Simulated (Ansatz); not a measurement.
H4NSSi, SMILES `[SiH3][N+]S` (excited triplet) (charge 1, multiplicity 3). This triplet is an excited state, 0.89 eV above the relaxed singlet at the level frozen-core CCSD(T)/cc-pVTZ // B3LYP-D3(BJ)/def2-TZVP (Ansatz, an electronic-structure program).

Method: frozen-core CCSD(T)/cc-pVTZ // B3LYP-D3(BJ)/def2-TZVP (Ansatz).

Ansatz 0.2 input:
```yaml
crystal:
  periodic: [false, false, false]
  atoms:
    - { symbol: Si, position_ang: [-1.134524, 0.020582, 0.069708] }
    - { symbol: N, position_ang: [0.644833, -0.184449, -0.086831] }
    - { symbol: S, position_ang: [2.146842, -0.631177, 0.039947] }
    - { symbol: H, position_ang: [-1.402552, 0.025672, 1.514851] }
    - { symbol: H, position_ang: [-1.667693, -1.127551, -0.683661] }
    - { symbol: H, position_ang: [-1.3094, 1.321785, -0.604485] }
    - { symbol: H, position_ang: [2.722494, 0.575137, -0.24953] }
basis:
  gaussian: { orbitals: cc-pVTZ }
correlation:
  method: ccsd_t
total_charge: 1
magnetization:
  spin_polarized: true
  initial_magnetization: 2
```

Output:

```
Functional definition: HF
879 factors; integrals over basis functions are off by at most 1.3e-3 eV
mean field evaluation 1: about -20211.3916 eV, gradient 3.0e1 eV
mean field evaluation 2: about -20211.4086 eV, gradient 3.0e1 eV
mean field evaluation 4: about -20216.7436 eV, gradient 4.5e0 eV
mean field evaluation 8: about -20217.2058 eV, gradient 2.3e-1 eV
mean field evaluation 16: about -20211.3838 eV, gradient 3.0e1 eV
mean field evaluation 32: about -20214.4820 eV, gradient 3.9e0 eV
mean field evaluation 64: about -20210.2926 eV, gradient 7.4e0 eV
mean field evaluation 96: about -20214.9269 eV, gradient 2.4e-1 eV
mean field evaluation 128: about -20207.9659 eV, gradient 1.6e1 eV
mean field -20217.20856132 eV, -742.9687109122 hartree, gradient 1.5e-6 eV, S^2 2.052144; 2 other end points of the search recorded, 0 dependent functions left out
determinant -20217.20856132 eV, -742.9687109122 hartree, with singles and doubles -20230.71852442 eV, -743.4651928990 hartree
determinant -20214.92804642 eV, -742.8849035357 hartree, with singles and doubles -20228.06444716 eV, -743.3676573585 hartree
11 core orbitals not correlated
reference -20217.20856132 eV, -742.9687109122 hartree; 10, 8 occupied and 133, 135 virtual orbitals, 879 factors
second order -11.86498029 eV of doubles, -0.00000000 eV of singles
cycle   1  -13.31227026 eV  change   -9.7e-1 eV  update   2.4e-2
cycle   2  -13.33864681 eV  change   -2.6e-2 eV  update   6.2e-3
cycle   3  -13.34120782 eV  change   -2.6e-3 eV  update   3.2e-3
cycle   4  -13.34564896 eV  change   -4.4e-3 eV  update   1.5e-3
cycle   5  -13.34702781 eV  change   -1.4e-3 eV  update   8.7e-4
cycle   6  -13.34745293 eV  change   -4.3e-4 eV  update   2.8e-4
cycle   7  -13.34758857 eV  change   -1.4e-4 eV  update   1.2e-4
cycle   8  -13.34757551 eV  change    1.3e-5 eV  update   4.9e-5
cycle   9  -13.34754592 eV  change    3.0e-5 eV  update   2.4e-5
cycle  10  -13.34754802 eV  change   -2.1e-6 eV  update   1.0e-5
perturbative correction -0.54615252 eV, -0.0200707349 hartree
Total energy: -20231.10226185 eV, -743.4792949895 hartree
```
